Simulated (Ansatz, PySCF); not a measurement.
Gas-phase reaction (SMILES): C[SiH](C)C + [H][H] (H2) → C[SiH2]C + C (CH4); hydrogen cleaves one Si-C bond, a model of a ligand-exchange step.

Structures are relaxed separately at B3LYP-D3(BJ)/def2-TZVP in Ansatz (a first-principles code). Correlated levels leave the core frozen unless marked. No spin-orbit coupling. No relativistic terms. CBS(X,Y): correlation extrapolated as X^-3; Hartree-Fock from the larger set. Thermal terms are rigid-rotor harmonic-oscillator values from B3LYP-D3(BJ) frequencies (Ansatz or PySCF) at 298.15 K and 1 atm. 1 Eh = 627.5095 kcal/mol.

```csv
species,"E, CCSD(T)/CBS(cc-pV(T+d)Z,cc-pV(Q+d)Z) (Ansatz) (Eh)","E, PBE-D3(BJ)/def2-TZVPD (Ansatz + dftd3) (Eh)",H - E (Eh)
C[SiH](C)C,-409.27984,-409.58986,0.12691
[H][H] (H2),-1.17450,-1.16598,0.01336
C[SiH2]C,-370.00537,-370.30041,0.09658
C (CH4),-40.45816,-40.46420,0.04840
```

Task: Work out ΔE and ΔH at 298.15 K at the first level, then ΔH at the second.

Result: 
1. ΔE = [(-370.00537) + (-40.45816)] - [(-409.27984) + (-1.17450)] = -0.00919 Eh = -5.8 kcal/mol at CCSD(T)/CBS(cc-pV(T+d)Z,cc-pV(Q+d)Z).
2. The terms H - E add up to 0.00471 Eh, so ΔH = (-0.00919 + (0.00471))×627.5095 = -2.8 kcal/mol.
3. At PBE-D3(BJ)/def2-TZVPD the same steps give ΔE = -5.5 and ΔH = -2.5 kcal/mol, a shift of +0.3 from the first level.
4. These values are not checked against measurement here, since the tables used lack a sound gas-phase enthalpy of formation for at least one species.
